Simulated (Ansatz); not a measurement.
`Cl[BH][SbH2]` + H₂O → `O[BH][SbH2]` + HCl at 400 K and 1 bar (formal hydrolysis of a B–Cl bond).

Computed with Ansatz on PBE0-D4/def2-TZVP structures; ΔE is electronic, products minus reactants. CCSD(T)/CBS is the MP2 limit (def2-TZVPP, def2-QZVPP) plus CCSD(T) − MP2 in def2-TZVPP, frozen cores. This one scheme is used for every species. Elements past krypton have def2 core potentials. For Sb outer-core shells are correlated without core-valence functions, which leaves a few kJ/mol of doubt a bond. Each species was taken in one conformer, which may not be the lowest.

| species | CCSD(T)/CBS energy (Eh) | H − E (kJ/mol) | S (J/(mol·K)) |
| --- | --- | --- | --- |
| `Cl[BH][SbH2]` | -726.39723 | 94.9 | 340.9 |
| H₂O | -76.37941 | 69.8 | 198.6 |
| `O[BH][SbH2]` | -342.41037 | 132.2 | 334.1 |
| HCl | -460.38127 | 29.6 | 195.4 |

H − E and S are ideal-gas, rigid-rotor, harmonic terms from PBE0-D4/def2-TZVP, for one conformer and one mirror image of each species. 1 Eh = 2625.50 kJ/mol, R = 8.31446 J/(mol·K).

Question: By hand: ΔE, ΔH, ΔS and ΔG.

Answer: ΔE = (-342.41037) + (-460.38127) − (-726.39723) − (-76.37941) = -0.01500 Eh = -39.4 kJ/mol. Δ(H − E) = 132.2 + 29.6 − 94.9 − 69.8 = -2.9, so ΔH = -42.3 kJ/mol. ΔS = 334.1 + 195.4 − 340.9 − 198.6 = -10.0 J/(mol·K). ΔG = -42.3 − 400 × (-10.0)/1000 = -38.3 kJ/mol.

Question: By hand: the equilibrium constant, and the temperature at which ΔG would vanish if ΔH and ΔS stayed fixed.

Answer: log₁₀ K = −ΔG/(RT ln 10) = 5.0. ΔG = 0 at ΔH/ΔS = 4230 K, far beyond where these terms or the molecules hold.

The number of gas molecules stays the same, so ΔS is small and ΔH decides. A doubt of 5 kJ/mol in ΔE shifts log₁₀ K by 0.7 here. Other conformers and mirror images would add mixing entropy, several J/(mol·K) or more a flexible species. These are equilibria of isolated gas molecules and say nothing of rates. Largest T1 diagnostic: 0.015 (customary marks: 0.02 for closed shells, 0.045 for open ones).
